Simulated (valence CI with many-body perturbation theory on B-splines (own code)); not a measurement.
## E1 transitions of Sb⁺

Computed by configuration interaction combined with many-body perturbation theory (CI+MBPT): four valence electrons over a frozen Dirac-Fock core [Kr] 4d10, radial functions for each j: 11 s, 11 p, 9 d, 7 f, 5 g, 2 h, 1 i, with the one-electron correlation potential Σ1 (screened to all orders), the two-electron term Σ2, the three-electron term Σ3, Breit, model QED; selected single and double excitations, second order for the rest, scaled by the run's own slope (own B-spline code, finite nucleus).

Against 27 measured levels this calculation errs by 122 cm⁻¹ on average and by 285 at most. These come from a selection out of the NIST Handbook of Basic Atomic Spectroscopic Data. Levels without a partner in it may be off by more. Among the levels kept, up to 400 cm⁻¹ of a level comes from second order outside the variational space, and about a tenth of that is noise between levels of different J, which matters for small intervals.

Lines 151 to 200 of 285 in falling wavelength, among levels below 14.212 eV, chosen from the strongest by gf and those to the six lowest levels. Wavelengths and rates use the calculated energies, so an error of 100 cm⁻¹ moves a line at 1916 Å by 0.19 % and its rate by three times that or more. Electric multipoles are in the length gauge, E1 and E2 with the static RPA response of the core. Weak lines are less certain than strong ones. Lines between different terms over intervals too small for the method are left out, as are lines whose strength nearly cancels. Where a level lies close to another of its J and parity, the split of strength between their lines is uncertain. The highest levels of a list are the least certain.

Names give the largest LS component (configuration and term), which can be under half, so a name can repeat, a term be missing and a line seem to break the LS rules; names also repeat where a configuration has a term twice. Letters in brackets count levels of one name in rising energy.

```
λ vac (Å)  λ from measured levels             Upper        Lower   A (s⁻¹)  S (a.u.) with core polarisation  S without
     1916                    1923     5s²5p6s ¹P°_1  5s²5p² ¹S_0  2.55e+07                         2.66e-01   2.33e-01
     1882                    1879       5s5p³ ³P°_1  5s²5p² ¹S_0  1.77e+07                         1.75e-01   1.77e-01
     1877                    1869       5s5p³ ³D°_1  5s²5p² ¹D_2  1.98e+06                         1.94e-02   2.92e-02
     1870                    1862       5s5p³ ³D°_2  5s²5p² ¹D_2  4.52e+05                         7.29e-03   4.37e-03
     1858                              4f5s²5p ³G_3  5s5p³ ⁵S°_2  6.35e+04                         1.41e-03   1.47e-03
     1852                              4f5s²5p ³F_3  5s5p³ ⁵S°_2  1.06e+06                         2.32e-02   2.43e-02
     1848                          4f5s²5p ³F_2 [a]  5s5p³ ⁵S°_2  1.09e+05                         1.69e-03   1.78e-03
     1822                    1815       5s5p³ ³D°_3  5s²5p² ¹D_2  7.50e+05                         1.57e-02   3.77e-02
     1796                              5s²5p7p ³P_1  5s5p³ ⁵S°_2  3.23e+05                         2.77e-03   2.65e-03
     1756                    1762     5s²5p6s ³P°_1  5s²5p² ¹D_2  6.02e+07                         4.82e-01   4.57e-01
     1680                    1678     5s²5p5d ¹D°_2  5s²5p² ¹D_2  7.76e+06                         9.08e-02   6.03e-02
     1657                    1649       5s5p³ ³D°_1  5s²5p² ³P_2  5.80e+05                         3.91e-03   6.39e-03
     1654                              4f5s²5p ³D_3  5s5p³ ⁵S°_2  4.73e+05                         7.39e-03   7.83e-03
     1651                    1644       5s5p³ ³D°_2  5s²5p² ³P_2  1.01e+05                         1.12e-03   6.06e-04
     1629                    1634     5s²5p5d ³D°_1  5s²5p² ¹S_0  3.04e+07                         1.95e-01   1.87e-01
     1626                              4f5s²5p ¹D_2  5s5p³ ⁵S°_2  1.67e+05                         1.77e-03   1.83e-03
     1614                    1607       5s5p³ ³D°_3  5s²5p² ³P_2  3.51e+06                         5.09e-02   1.07e-02
     1596                    1600     5s²5p6s ³P°_2  5s²5p² ¹D_2  1.16e+08                         1.17e+00   1.10e+00
     1589                    1581       5s5p³ ³D°_1  5s²5p² ³P_1  3.14e+06                         1.86e-02   1.06e-02
     1581                    1585     5s²5p6s ¹P°_1  5s²5p² ¹D_2  5.93e+08                         3.47e+00   3.24e+00
     1566                    1565     5s²5p5d ³F°_2  5s²5p² ¹D_2  3.84e+06                         3.64e-02   2.81e-02
     1562                    1565     5s²5p6s ³P°_1  5s²5p² ³P_2  4.52e+08                         2.55e+00   2.43e+00
     1557                    1554       5s5p³ ³P°_1  5s²5p² ¹D_2  1.63e+08                         9.13e-01   8.78e-01
     1540                    1540     5s²5p5d ³F°_3  5s²5p² ¹D_2  2.82e+07                         3.56e-01   3.66e-01
     1528                    1524       5s5p³ ³P°_2  5s²5p² ¹D_2  1.38e+07                         1.21e-01   8.89e-02
     1510                    1513     5s²5p6s ³P°_0  5s²5p² ³P_1  8.57e+08                         1.46e+00   1.39e+00
     1502                    1499     5s²5p5d ¹D°_2  5s²5p² ³P_2  3.11e+07                         2.60e-01   2.04e-01
     1501                             5s²5p5d ¹P°_1  5s²5p² ¹S_0  6.02e+08                         3.02e+00   3.07e+00
     1501                    1504     5s²5p6s ³P°_1  5s²5p² ³P_1  1.65e+08                         8.24e-01   7.88e-01
     1479                             5s²5p5d ³P°_1  5s²5p² ¹S_0  1.35e+08                         6.47e-01   6.90e-01
     1445                    1442     5s²5p5d ¹D°_2  5s²5p² ³P_1  7.70e+06                         5.74e-02   5.86e-02
     1435                    1438     5s²5p6s ³P°_1  5s²5p² ³P_0  2.42e+08                         1.06e+00   9.97e-01
     1434                    1436     5s²5p6s ³P°_2  5s²5p² ³P_2  5.13e+08                         3.73e+00   3.49e+00
     1422                    1424     5s²5p6s ¹P°_1  5s²5p² ³P_2  1.15e+06                         4.90e-03   5.36e-03
     1410                    1408     5s²5p5d ³F°_2  5s²5p² ³P_2  6.73e+07                         4.65e-01   5.39e-01
     1403                    1399       5s5p³ ³P°_1  5s²5p² ³P_2  2.35e+06                         9.61e-03   3.91e-03
     1389                    1388     5s²5p5d ³F°_3  5s²5p² ³P_2  1.63e+08                         1.51e+00   1.70e+00
     1382                    1385     5s²5p6s ³P°_2  5s²5p² ³P_1  2.96e+08                         1.93e+00   1.88e+00
     1381                    1383     5s²5p5d ³D°_1  5s²5p² ¹D_2  5.66e+07                         2.20e-01   2.23e-01
     1379                    1375       5s5p³ ³P°_2  5s²5p² ³P_2  1.15e+07                         7.44e-02   1.03e-01
     1371                    1373     5s²5p6s ¹P°_1  5s²5p² ³P_1  1.58e+07                         6.04e-02   3.82e-02
     1363                    1365     5s²5p5d ³D°_2  5s²5p² ¹D_2  2.83e+07                         1.77e-01   2.09e-01
     1360                    1355       5s5p³ ³P°_0  5s²5p² ³P_1  3.46e+07                         4.30e-02   6.98e-02
     1360                    1358     5s²5p5d ³F°_2  5s²5p² ³P_1  8.90e+06                         5.53e-02   7.41e-02
     1354                    1350       5s5p³ ³P°_1  5s²5p² ³P_1  4.86e+07                         1.79e-01   2.30e-01
     1346                               5s5p³ ³S°_1  5s²5p² ¹S_0  1.95e+08                         7.05e-01   7.93e-01
     1331                    1327       5s5p³ ³P°_2  5s²5p² ³P_1  3.96e+07                         2.30e-01   2.70e-01
     1322                    1325     5s²5p5d ³D°_3  5s²5p² ¹D_2  2.55e+07                         2.04e-01   1.88e-01
     1316                    1318     5s²5p6s ¹P°_1  5s²5p² ³P_0  6.39e+07                         2.16e-01   2.03e-01
     1300                    1296       5s5p³ ³P°_1  5s²5p² ³P_0  7.25e+07                         2.36e-01   2.83e-01
```
